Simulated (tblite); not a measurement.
A tight-binding relaxation on `C=Cc1ccnnc1C(C)C`.

Computed with GFN2-xTB geometry optimisation, gas phase (tblite 0.8.0). Start geometry: from a force field or distance geometry. The command runs a driver script over a list of jobs; the input below is this job's line of settings and its coordinates in Å.

Command:
```bash
OMP_NUM_THREADS=1 python probes_run.py task.json out
```

Input:
```
{"job": {"kind": "relax", "xc": "GFN2-xTB", "basis": "xTB"}, "charge": 0, "multiplicity": 1}
C     -2.460800    -1.933200    -0.217400
C     -1.424300    -1.244500    -0.702400
C     -1.101400     0.131200    -0.301600
C     -2.100600     1.121400    -0.428700
C     -1.787200     2.416700    -0.093500
N     -0.565700     2.784600     0.305400
N      0.417100     1.843400     0.412200
C      0.164100     0.542900     0.133000
C      1.329300    -0.423900     0.276800
C      2.245300    -0.316600    -0.933100
C      2.103300    -0.172500     1.568300
H     -2.653200    -2.957300    -0.529000
H     -3.168800    -1.501200     0.510600
H     -0.732500    -1.723400    -1.396600
H     -3.102100     0.880400    -0.764500
H     -2.517000     3.218800    -0.159700
H      0.955400    -1.447100     0.341100
H      3.075400    -1.034400    -0.857200
H      1.708400    -0.529800    -1.859400
H      2.683800     0.690200    -1.025400
H      2.581400     0.821500     1.580400
H      1.445300    -0.226200     2.444100
H      2.900000    -0.914200     1.706800
```

Output:
```
step      E/eV     max force
  0    -848.05002    2.500
  1    -848.22300    0.545
  2    -848.24331    0.393
  3    -848.25769    0.295
  4    -848.26628    0.215
  5    -848.27219    0.187
  6    -848.27759    0.193
  7    -848.28379    0.207
  8    -848.28710    0.141
  9    -848.28879    0.082
... (63 lines left out)
 73    -848.30929    0.012
 74    -848.30931    0.015
 75    -848.30933    0.015
 76    -848.30935    0.013
 77    -848.30937    0.012
 78    -848.30939    0.015
 79    -848.30942    0.015
 80    -848.30945    0.013
 81    -848.30948    0.012
 82    -848.30950    0.010
```

«max force» is the largest atomic force in eV/Å.

Question: From which step on does the largest force stay under 0.1 eV/Å, and how much energy is left to gain from there?

Answer: From step 9 (0.082 eV/Å), 20.7 meV above the end.

Main results: energy lowered by 6.0 kcal/mol over 82 steps; largest atomic force 0.010 eV/Å at the end.

Question: Where do the atoms end?

Answer: 0.130 Å rms from the input after alignment:
```
atom  x, y, z in Å
C1    -2.5555   -1.9013   -0.3261
C2    -1.4137   -1.3010   -0.6313
C3    -1.1111    0.0855   -0.2815
C4    -2.0864    1.0733   -0.3410
C5    -1.7116    2.3780   -0.0431
N6    -0.4727    2.7056    0.2693
N7     0.4373    1.7859    0.3565
C8     0.1745    0.5132    0.1186
C9     1.3373   -0.4321    0.2836
C10    2.2478   -0.3077   -0.9418
C11    2.1109   -0.1025    1.5596
H12   -2.7505   -2.9230   -0.6024
H13   -3.3309   -1.4017    0.2312
H14   -0.6430   -1.8392   -1.1666
H15   -3.0962    0.8384   -0.6439
H16   -2.4178    3.1956   -0.0742
H17    0.9620   -1.4578    0.3525
H18    3.0931   -0.9862   -0.8534
H19    1.7061   -0.5461   -1.8554
H20    2.6202    0.7106   -1.0174
H21    2.4557    0.9265    1.5231
H22    1.4729   -0.2217    2.4327
H23    2.9669   -0.7656    1.6610
```
Labels such as C1 count atoms from 1, the log's own numbers from 0.
